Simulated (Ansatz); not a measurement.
Molecule: C3H5Cl3Ge, charge 0, multiplicity 1. 
Structure (B3LYP-D3(BJ)/def2-TZVP (Ansatz, a first-principles code) minimum search):
```
C
H 1 1.0903
H 1 1.0911 2 108.95
C 1 1.4896 2 112.56 3 125.81
C 4 1.3276 1 124.32 2 14.90
H 5 1.0816 4 121.31 1 178.93
H 5 1.0837 6 116.99 4 179.92
H 4 1.0849 5 119.60 6 0.79
Ge 1 1.9651 2 105.62 3 -112.61
Cl 9 2.1525 1 111.06 2 -57.03
Cl 9 2.1563 1 111.00 2 -177.00
Cl 9 2.1574 1 111.10 2 63.02
```
Charge 0, spin multiplicity 1.

Total electronic energies in hartree. Valence correlation only, unless marked. Spin-orbit coupling is left out. The frozen core is the preceding noble-gas configuration, with the filled d and f shells of earlier blocks. Non-relativistic. CBS marks a two-point X^-3 extrapolation of the correlation energy; Hartree-Fock from the larger set. The bracket is a focal-point correction in the basis named.

```tsv
level	program	energy (Eh)
HF/def2-QZVPP	Ansatz	-3570.68064
PBE-D4/def2-TZVPD	Ansatz + dftd4	-3574.12023
BLYP/def2-TZVPD	Ansatz	-3575.12661
B3LYP-D4/def2-TZVPD	Ansatz + dftd4	-3575.25889
PBE0/def2-SVP	Ansatz	-3573.41808
PBE0/def2-QZVPP	Ansatz	-3574.37608
r2SCANh/def2-TZVPD	Ansatz	-3574.95859
HSE06/def2-TZVPD	Ansatz	-3574.25659
CAM-B3LYP/def2-TZVPD	Ansatz	-3575.23441
B2PLYP-D3(BJ)/def2-TZVPD	Ansatz + dftd3	-3574.24551
PBE-QIDH/def2-TZVPD	Ansatz	-3573.63880
RPA@PBE/def2-TZVPP	Ansatz	-3572.42689
CCSD(T)/6-31G	Ansatz	-3570.50179
RI-MP2/CBS(def2-TZVPP,def2-QZVPP)+[CCSD(T)-MP2]/def2-TZVPP	Ansatz	-3572.1475
CCSD(T)/CBS(def2-TZVPP,def2-QZVPP)	Ansatz	-3572.1436
```

Totals of different functionals don't rank their quality; only differences between species are comparable.
